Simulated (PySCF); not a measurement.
BrFGe, neutral, multiplicity 1.

```xyz
3

Ge     0.4308     0.9756     0.0000
F     -1.1964     1.6154     0.0000
Br    -0.0862    -1.3073     0.0000
```
Charge 0, spin multiplicity 1.

Coordinates come from a PBE0-D3(BJ)/def2-TZVP optimisation.

Level of theory: PBE0/pcSseg-2 (PySCF). Non-relativistic, no solvent.

Computed absolute GIAO shielding of each atom: isotropic value and principal components (ppm):
| atom | σ(iso) | σ11 | σ22 | σ33 | span |
|---|---|---|---|---|---|
| Ge1 | 957.8 | 218.5 | 1096.3 | 1558.4 | 1339.9 |
| F2 | 76.1 | -245.3 | 177.0 | 296.5 | 541.8 |
| Br3 | 1600.2 | 190.7 | 1886.7 | 2723.1 | 2532.5 |
